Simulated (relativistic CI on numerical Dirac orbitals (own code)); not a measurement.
**Tc³⁺: L2,3 absorption edge**

Computed with this model: Dirac-Coulomb-Breit CI, KLI orbitals optimised for each configuration, model QED, multiplet model of core-to-valence dipole absorption, unscaled Slater integrals; configurations [Kr] 4d4 → [He] 2s2 2p5 3s2 3p6 3d10 4s2 4p6 4d5; 10 K; Lorentzian 2.4 eV and Gaussian 0.5 eV FWHM. Energies are those of the free ion, without screening or charge transfer. The branching ratio is the share of the lower-energy edge in the whole absorption, uncertain by about 0.02 where the edges overlap. S is read from ⟨S²⟩ = S(S + 1).

Field parameters in Wybourne normalisation: Td as Oh with Dq negative (B⁴₀ = 21Dq, B⁴₄ = √(5/14) B⁴₀). The field is a parameter set, without covalency.

free ion: ground-state S = 1.99, centroid 2705.88 eV, branching ratio 0.797. Peaks (eV, height): 2682.2 (100), 2799.5 (28).

Td, 10Dq = -12700 cm⁻¹: ground-state S = 1.95, centroid 2707.97 eV, branching ratio 0.779. Peaks (eV, height): 2682.2 (100), 2799.5 (25).

Td, 10Dq = -16000 cm⁻¹: ground-state S = 0.35, centroid 2707.84 eV, branching ratio 0.779. Peaks (eV, height): 2681.8 (100), 2798.0 (29).

Td, 10Dq = -19400 cm⁻¹: ground-state S = 0.10, centroid 2712.70 eV, branching ratio 0.738. Peaks (eV, height): 2682.0 (100), 2798.2 (37).

The statistical ratio of this edge is 2/3 = 0.667. Values above it arise where the holes sit mainly in the j = l + 1/2 valence subshell or the ground state has high spin; values below it where core-valence Coulomb terms move weight to the upper edge, as in nearly empty shells. At deep edges of heavy elements the radial integrals of the two core levels differ, which raises the baseline.

Strongest unbroadened transitions for Td, 10Dq = -16000 cm⁻¹:

```csv
Energy (eV),Relative strength
2680.84,4.3
2681.48,15.2
2681.63,5.5
2681.78,100.0
2682.19,9.9
2682.35,2.6
2682.79,1.3
2683.02,1.7
2683.07,1.6
2683.27,1.4
2683.31,1.4
2683.48,1.5
2683.87,1.7
2684.19,1.5
2684.29,1.6
2685.16,1.7
2797.87,20.1
2798.19,18.2
```
